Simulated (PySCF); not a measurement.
**GeS₂: how level, basis and relativity move the structure**

Each row is its own optimisation.

Each entry is the lowest minimum that a search over a few typed start shapes (and spin states, where more than one is plausible) found, or that minimum re-optimised at the stated level; isomers with ligand–ligand bonds, or fragments after loss of a ligand pair, can lie lower. Open shells are unrestricted; no spin–orbit coupling; PySCF with density fitting.

| level | 2S+1 | point group | mean bond to Ge (Å) | highest ω (cm⁻¹) | atomisation (kJ/mol) | lowest ω (cm⁻¹) | polar-tensor charge of Ge |
| --- | --- | --- | --- | --- | --- | --- | --- |
| B3LYP/def2-TZVP (no relativity) | 1 | D∞h | 2.011 | 647 | 797 | 126 | 0.85 |
| PBE/def2-TZVP (no relativity) | 1 | D∞h | 2.017 | 643 | 875 | 122 | 0.78 |
| PBE0/def2-TZVP (no relativity) | 1 | D∞h | 1.996 | 673 | 827 | 132 | 0.89 |

Across these levels the mean bond spreads over 0.021 Å and the highest wavenumber over 30 cm⁻¹; all give the same point group.

Levels that gave another bonding pattern or an unsound solution are left out.
